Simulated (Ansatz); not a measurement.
Harmonic frequencies (cm⁻¹) at PBE0-D4/def2-TZVP from Ansatz: 208, 208, 264, 321, 321, 749, 828, 828, 1175.

(1) Which molecule is it?
A. `[O]=[V]([F])([F])[F]`
B. `[CH3][V](=[NH])([Cl])[Cl]`
C. `[O]=[V]([OH])([Cl])[Cl]`
D. `[NH]=[V]([F])([F])[Cl]`

Answers

(1) A.
